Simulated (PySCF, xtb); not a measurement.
C2H10O2Si2, SMILES OC[SiH](CO)[SiH3].

GFN2-xTB run with xtb at its own geometry gives an orbital gap of 4.29 eV and a dipole moment of 0.40 D.

Geometry optimised at r2SCAN-D4/def2-SVP. The structure was generated by enumeration, and PubChem lists no compound with its InChIKey, so it may never have been made. Other conformers were not sampled.

Q: What does r2SCAN/def2-TZVP (PySCF) give? (The exact figures need the calculation; the answer reports its results.)

A: gap 5.45 eV (levels -6.10 and -0.65 eV), dipole 0.93 D.
